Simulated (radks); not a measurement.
Gd+, 63 electrons, occupied as [Xe] 4f7 5d1 6s1. Method: scalar-relativistic Kohn-Sham, PBEsol, spin-polarised, spherical densities, finite nucleus; open shells are filled with parallel spins first (spin-orbit coupling, left out, can overturn this in heavy ions); Fermi nuclear charge, rms radius 5.1569 fm; computed with a radial shooting solver on a logarithmic mesh with Libxc functionals.

Local quantities along the radius. ELF = 1/(1 + alpha^2) is the electron localisation function; alpha = (tau - tau_W)/tau_unif compares the Pauli kinetic energy density with that of the uniform gas (summed over spins); -r V(r) is the screened charge that the Kohn-Sham potential of spin up presents (atomic units); s = |grad rho|/(2 (3 pi^2)^(1/3) rho^(4/3)) is the reduced gradient. tau is taken from the large components.

r (bohr)    ELF    alpha  -r V(r)       s
0.001444  0.999  0.02497    63.50  0.7093
0.001681  0.999  0.02579    63.41  0.6687
0.001957  0.999  0.02691    63.31  0.6351
0.002278  0.999  0.02839    63.19  0.6077
0.002652  0.999  0.03033    63.05  0.5860
0.003087  0.999  0.03285    62.89  0.5696
0.003594  0.999  0.03615    62.70  0.5583
0.004184  0.998  0.04049    62.49  0.5517
0.00487   0.998  0.04627    62.24  0.5499
0.00567   0.997  0.05408    61.95  0.5529
0.006601  0.996  0.06485    61.61  0.5608
0.007684  0.994  0.08002    61.23  0.5738
0.008946  0.990   0.1020    60.80  0.5921
0.01041   0.982   0.1346    60.30  0.6157
0.01212   0.967   0.1844    59.73  0.6440
0.01411   0.936   0.2624    59.09  0.6753
0.01643   0.871   0.3856    58.36  0.7049
0.01913   0.750   0.5766    57.55  0.7232
0.02227   0.580   0.8506    56.63  0.7138
0.02592   0.421    1.172    55.60  0.6568
0.03018   0.336    1.407    54.45  0.5463
0.03513   0.339    1.395    53.19  0.4137
0.0409    0.428    1.156    51.81  0.3145
0.04762   0.568   0.8722    50.30  0.2802
0.05543   0.688   0.6737    48.64  0.3029
0.06453   0.742   0.5889    46.83  0.3600
0.07513   0.721   0.6218    44.87  0.4302
0.08746   0.611   0.7981    42.77  0.4863
0.1026    0.434    1.143    40.41  0.4795
0.1195    0.340    1.394    38.05  0.3754
0.1391    0.394    1.241    35.61  0.2504
0.1619    0.561   0.8853    33.10  0.2179
0.1885    0.704   0.6483    30.53  0.2827
0.2195    0.743   0.5878    27.94  0.4031
0.2555    0.646   0.7407    25.35  0.5436
0.2974    0.383    1.268    22.77  0.6116
0.3463    0.227    1.848    20.23  0.4325
0.4031    0.345    1.377    17.82  0.1911
0.4693    0.612   0.7956    15.44  0.1861
0.5463    0.729   0.6100    13.18  0.3043
0.636     0.701   0.6532    11.11  0.4487
0.7404    0.564   0.8795    9.281  0.5800
0.8619    0.390    1.251    7.712  0.6342
1.003     0.329    1.430    6.394  0.5683
1.168     0.424    1.166    5.308  0.4999
1.36      0.573   0.8626    4.407  0.5440
1.583     0.631   0.7644    3.669  0.6854
1.843     0.561   0.8846    3.081  0.8886
2.146     0.392    1.246    2.624   1.114
2.498     0.251    1.728    2.286   1.273
2.908     0.234    1.809    2.063   1.301
3.385     0.334    1.411    1.924   1.350
3.941     0.469    1.065    1.786   1.644
4.588     0.518   0.9651    1.613   2.283
5.341     0.443    1.121    1.474   3.401
6.218     0.267    1.659    1.411   5.405
7.239     0.093    3.123    1.357   9.387
8.427     0.017    7.615    1.254   18.08
9.81      0.002    24.61    1.147   38.96

On this mesh the ELF has minima near r = 0.030, 0.12, 0.35, 1.0, 2.9 bohr, which separate the shells, and maxima near 0.065 (0.74), 0.22 (0.74), 0.55 (0.73), 1.6 (0.63), 4.6 (0.52).
